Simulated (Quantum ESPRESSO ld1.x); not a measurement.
All-electron atom: the nitrogen ion N5+ in [He] (the NIST ground configuration).

All-electron calculation, scalar-relativistic Kohn-Sham, LDA (Slater exchange, Perdew-Wang correlation), spin-polarised, spherical densities, point nucleus. Program: ld1.x of Quantum ESPRESSO 7.5.

Energy parts (Ry):
total: -88.7219
kinetic: 88.5742
electron-nucleus: -186.3443
Hartree: 16.4940
exchange-correlation: -7.4458

Orbitals (lengths in bohr, moments of r in powers of bohr; <r^-3> diverges for s and p1/2):
orbital  occ.  eigenvalue (Ry)  <r^-3>
1s          2         -37.3123       -
2s          0         -7.55347       -
2p          0         -6.98619   8.041

The highest occupied level is 1s at -507.66 eV. For comparison, the ionisation energy in NIST's Atomic Spectra Database is 552.07 eV (theoretical). In exact Kohn-Sham theory the highest level is minus the ionisation energy, but local and semilocal functionals leave it too shallow, through self-interaction and a potential that decays too fast; potentials with the right tail come closer.
